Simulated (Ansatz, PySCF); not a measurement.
This Ansatz (a first-principles code) input computes a PBE0/def2-TZVPD energy:

Ansatz 0.2 input:
```yaml
crystal:
  periodic: [false, false, false]
  atoms:
    - {symbol: C, position_ang: [-0.86789994, -0.83540611, 0.13118365]}
    - {symbol: C, position_ang: [-1.04687383, 0.55543129, -0.27866040]}
    - {symbol: C, position_ang: [0.22404459, 0.09262024, 0.43771837]}
    - {symbol: N, position_ang: [1.42397482, 0.01947012, -0.36106316]}
    - {symbol: H, position_ang: [-1.45285572, -1.50863066, 0.73745735]}
    - {symbol: H, position_ang: [-1.76317123, 1.18312905, 0.24351333]}
    - {symbol: H, position_ang: [-0.91103172, 0.80014926, -1.32757999]}
    - {symbol: H, position_ang: [0.32943741, 0.39401844, 1.48190095]}
    - {symbol: H, position_ang: [1.96526903, 0.87233073, -0.28343865]}
    - {symbol: H, position_ang: [2.00890372, -0.75316017, -0.06586051]}
basis:
  gaussian:
    orbitals: def2-TZVPD
hamiltonian:
  xc: {name: PBE0}
magnetization: {spin_polarized: true, initial_magnetization: 1}
output: {forces: true}
```

Question: Write an input for the same energy in PySCF and say what it gives.

Answer: 
```python
from pyscf import gto, scf, dft

mol = gto.M(
    atom='''
    C    -0.86789994   -0.83540611    0.13118365
    C    -1.04687383    0.55543129   -0.27866040
    C     0.22404459    0.09262024    0.43771837
    N     1.42397482    0.01947012   -0.36106316
    H    -1.45285572   -1.50863066    0.73745735
    H    -1.76317123    1.18312905    0.24351333
    H    -0.91103172    0.80014926   -1.32757999
    H     0.32943741    0.39401844    1.48190095
    H     1.96526903    0.87233073   -0.28343865
    H     2.00890372   -0.75316017   -0.06586051
    ''',
    basis='def2-tzvpd',
    charge=0,
    spin=1,
    verbose=4,
)

mf = dft.UKS(mol, xc='pbe0').density_fit(auxbasis='def2-universal-jkfit')
mf.grids.level = 3
mf.conv_tol = 1e-9
mf.max_cycle = 100
mf.max_memory = 1500
mf.kernel()
if not mf.converged:
    mf = mf.newton()
    mf.kernel(mf.make_rdm1())
for _ in range(2):
    mo, _, stable, _ = mf.stability(return_status=True)
    if stable:
        break
    mf.kernel(mf.make_rdm1(mo, mf.mo_occ))
mf.analyze()
```
It gives -172.42432 Eh, and Ansatz -172.42426 Eh, a difference of 0.06 mEh, from the treatment of integrals and grids.

It need not be the lowest isomer of its formula.
